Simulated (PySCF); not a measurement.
Input of a run (PBE0-D3(BJ)/def2-SVP geometry optimisation, gas phase (PySCF 2.14.0)), started from GFN2-xTB:
```
{"job": {"xc": "PBE0", "basis": "def2-SVP", "d3": "d3bj", "grid": 1, "maxiter": 30, "shake": 0.01, "kind": "geom"}, "charge": 0, "multiplicity": 1}
N      4.210280     1.027330     0.932880
C      3.619900     0.179930     0.433790
Se     2.756240    -1.217540    -0.360660
C      1.002200    -0.566120    -0.200090
C      0.658900     0.645010     0.381210
C     -0.660220     1.059080     0.467760
C     -1.659240     0.237790    -0.038710
C     -3.003340     0.659610     0.037300
N     -4.115250     0.992660     0.125720
C     -1.354600    -0.987390    -0.619540
C     -0.043760    -1.388790    -0.697510
H      1.450820     1.283560     0.792150
H     -0.935970     2.010760     0.915690
H     -2.155220    -1.608760    -1.015770
H      0.213920    -2.344500    -1.161460
```

Output (energies in Eh, forces in Eh/bohr):
```
step   0  E = -2816.90964201  max force = 0.030551
step   1  E = -2816.91242166  max force = 0.010615
step   2  E = -2816.91270272  max force = 0.002793
step   3  E = -2816.91273033  max force = 0.003484
step   4  E = -2816.91279180  max force = 0.001327
step   5  E = -2816.91278804  max force = 0.001327
step   6  E = -2816.91280929  max force = 0.000299
step   7  E = -2816.91281083  max force = 0.000156
optimisation converged
```

Summarise the run.

The energy falls by 2.0 kcal/mol over 8 energy and gradient evaluations, the largest force component goes from 0.0306 to 1.6e-04 Eh/bohr, and the atoms move by 0.024 Å rms after alignment. The bond that changes most is Se3–C4 (ends: selenium bonded to 2 C; substituted aromatic carbon), which lengthens by 0.036 Å. Bonds longer at the end by more than 0.005 Å: 7 of 15; shorter: 2. Among the angles that change most is C5–C4–C11, from 118.1° to 120.7°. The energy rose by more than 1e-6 Eh at step 5. The first step brought 88 % of the lowering.

What are the final bond lengths?

N1≡C2 1.162 Å, C2–Se3 1.826 Å, Se3–C4 1.914 Å, C4–C5 1.396 Å, C5–C6 1.389 Å, C6–C7 1.402 Å, C7–C8 1.431 Å, C8≡N9 1.159 Å, C7–C10 1.403 Å, C10–C11 1.388 Å, C4–C11 1.399 Å, C5–H12 1.092 Å, C6–H13 1.091 Å, C10–H14 1.091 Å, C11–H15 1.093 Å. Numbering counts from 1 in the input's order; the species is `N#C[Se]c1ccc(C#N)cc1`.

The run used 192 basis functions and 61 SCF cycles in all. Time: 2.9 min wall; peak memory 0.90 GiB. Hardware: an Arm Neoverse V2 with one thread, shared host with 32 logical CPUs at a one-minute load of 19.

No frequency check. One conformer, not necessarily the lowest.

The values belong to the conformer `[N:1]#[C:2][Se:3][c:4]1[cH:5][cH:6][c:7]([C:8]#[N:9])[cH:10][cH:11]1`: C2–Se3–C4–C5 0°.
